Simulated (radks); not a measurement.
Problem. These are the eigenvalues of the occupied orbitals of an atom or ion with whole-number occupations (hartree). Calculated with a radial shooting solver on a logarithmic mesh with Libxc functionals: non-relativistic Kohn-Sham, exchange-only r2SCAN, spin-unpolarised, spherical densities, point nucleus; meta-GGA in the generalised Kohn-Sham scheme.

orbital  eigenvalue
1s        -21.73845
2s         -2.92783
2p         -2.32983

Which element is it, and in what charge state? The configuration may be excited.

Solution. Z = 8, oxygen, charge +3: O3+ in [He] 2s2 2p1. The list shows which subshells hold electrons but not how many an open one holds; the 1s level, -21.738 hartree, gives Z - s = 6.6 by -(Z - s)^2/2, which with screening narrows Z to a few neighbours, and the depths of the outer levels then fix element, charge and occupations together.
